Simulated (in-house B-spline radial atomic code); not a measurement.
# Fe+: [Ne] 3s1 3p6 3d6 4s2 (with a hole in an inner shell)

Method: Dirac-Kohn-Sham relativistic LDA, spherical fractional occupations, Fermi nucleus of rms radius 3.7377 fm. Calculated with a B-spline radial code for spherical atoms.

Screening seen three ways: the hydrogenic charge with the same mean radius, Z_r = [3n² - l(l+1)]/(2<r>), the one with the same energy, Z_e = n√(-2ε), and Slater's rules. Values are occupation-weighted means over j.

```tsv
shell	electrons	ε (eV)	<r> (bohr)	Z_r	Z_e	Slater
1s	2	-6984	0.05864	25.58	22.66	25.70
2s	2	-834.42	0.2676	22.42	15.66	21.85
2p	6	-715.6	0.2358	21.21	14.50	21.85
3s	1	-109.72	0.8054	16.76	8.52	15.10
3p	6	-76.052	0.8455	14.78	7.09	15.10
3d	6	-22.872	1.013	10.36	3.89	7.25
4s	2	-14.407	2.535	9.47	4.12	4.60
```

The least bound orbital is 4s1/2 at -14.41 eV, and it is also the most diffuse (<r> = 2.535 bohr). The part-filled 3s shell lies below the filled 4s shell in orbital energy.

Spin-orbit splittings of the orbital energies (j = l + 1/2 above j = l - 1/2 when positive): 2p 12.42 eV, 3p 1.595 eV, 3d 0.1766 eV.

For the 1s electron the small component carries 0.869 % of the norm, the zero-frequency Breit interaction raises the level by 8.273 eV, self-energy by 4.093 eV, and vacuum polarisation lowers it by 0.3488 eV.
